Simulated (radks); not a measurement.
Q: All-electron atom: Ru4+ in [Kr] 4d4. All-electron calculation, Dirac Kohn-Sham, PBEsol, spin-unpolarised, spherical densities, finite nucleus; open shells fill j = l - 1/2 first; Fermi nuclear charge, rms radius 4.4809 fm. Program: a radial shooting solver on a logarithmic mesh with Libxc functionals. Some entries of the table are withheld. Estimate them.

orbital  occ.  eigenvalue (Ry)  <1/r> (bohr^-1)
1s1/2       2        -1614.361            45.86
2s1/2       2        -235.3996            10.49
2p1/2       2        -217.8461            10.47
2p3/2       4        -208.2329            9.918
3s1/2       2        -44.59729            3.624
3p1/2       2        -37.78886              (1)
3p3/2       4        -36.15600              (2)
3d3/2       4        -24.09681            3.217
3d5/2       6        -23.77834            3.183
4s1/2       2         -9.31825            1.372
4p1/2       2         -7.24942            1.260
4p3/2       4         -6.98508            1.222
4d3/2       4              (3)           0.9652
4d5/2       0              (4)           0.9567
5s1/2       0         -2.87560              (5)
5p1/2       0         -2.33592              (6)
5p3/2       0         -2.28884              (7)

A: 
(1) 3p1/2 <1/r> (bohr^-1): 3.527
(2) 3p3/2 <1/r> (bohr^-1): 3.393
(3) 4d3/2 eigenvalue (Ry): -3.82272
(4) 4d5/2 eigenvalue (Ry): -3.78893
(5) 5s1/2 <1/r> (bohr^-1): 0.5569
(6) 5p1/2 <1/r> (bohr^-1): 0.4942
(7) 5p3/2 <1/r> (bohr^-1): 0.4839
